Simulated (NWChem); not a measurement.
System: SiH₃O₂Br; SMILES O[SiH](O)Br

Input file for NWChem:

```
start job
memory heap 200 mb stack 900 mb global 1100 mb
geometry units angstroms noautoz
  Si    -0.020025     0.981941     0.417665
  O     -1.333667     1.703554    -0.252390
  O      1.362766     1.661648    -0.174203
  Br     0.078382    -1.225190    -0.048968
  H     -0.188390     1.116875     1.871482
  H     -1.336886     1.811529    -1.214877
  H      2.108814     1.067726    -0.337927
end
basis spherical
  * library 6-31g*
end
dft
  xc slater vwn_5
  iterations 150
  mulliken
end
task dft energy
```

All runs use the structure optimised with B3LYP/6-31G* (spherical d).

What results follow from this input? (LDA (Slater exchange, VWN5)/6-31G* (spherical d).) Quantities: energy (Ha); highest occupied level (eV); orbital gap (eV); dipole (D).


```yaml
energy (Ha): -3009.91
highest occupied level (eV): -7.24
orbital gap (eV): 6.81
dipole (D): 1.67
```
